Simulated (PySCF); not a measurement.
B(GeH3)2(H) (BGe2H7), SMILES [GeH3][BH][GeH3].

Geometry optimised at B3LYP-D3(BJ)/def2-SVP. The structure was generated by enumeration, and PubChem lists no compound with its InChIKey, so it may never have been made.

Level of theory: B3LYP-D3(BJ)/def2-SVP (PySCF).

Frequencies are harmonic and unscaled.

```
mode  ν (cm⁻¹)  IR (km/mol)  Raman (Å⁴/amu)  depolarisation  moving atoms (share of kinetic energy)
----  --------  -----------  --------------  --------------  --------------------------------------
1           43          0.4             0.7            0.75                          H 79 %, B 20 %
2           55          0.1             0.3            0.58                         H 83 %, Ge 14 %
3          109          0.3             0.3            0.10                  Ge 61 %, H 30 %, B 8 %
4          353         29.3             4.7            0.75                                  H 98 %
5          360          4.4             2.2            0.34                 H 66 %, B 20 %, Ge 14 %
6          395          1.6            12.2            0.27                 H 72 %, Ge 15 %, B 13 %
7          463          9.7             1.2            0.75                                  H 93 %
8          624         35.1             8.9            0.28                          H 54 %, B 39 %
9          658         11.3             1.1            0.75                 B 55 %, H 35 %, Ge 10 %
10         709         17.0             2.6            0.75                          H 61 %, B 36 %
11         799        301.4            18.2            0.75                                  H 93 %
12         823         29.1            47.0            0.54                                  H 97 %
13         868          7.8            31.2            0.75                                  H 96 %
14         880         34.1            25.7            0.75                                  H 99 %
15         891          6.2            35.1            0.75                                  H 99 %
16         902         59.8            18.6            0.75                                  H 97 %
17         941         12.2             5.2            0.75                          H 71 %, B 28 %
18        2084          0.3           408.3            0.25                                  H 99 %
19        2084        153.5            10.1            0.75                                  H 99 %
20        2111        236.8            54.0            0.75                                  H 99 %
21        2115          7.7           493.7            0.14                                  H 99 %
22        2115         17.0            74.0            0.75                                  H 99 %
23        2119        189.1           155.2            0.34                                  H 99 %
24        2616         74.9           126.8            0.28                           H 91 %, B 9 %
```
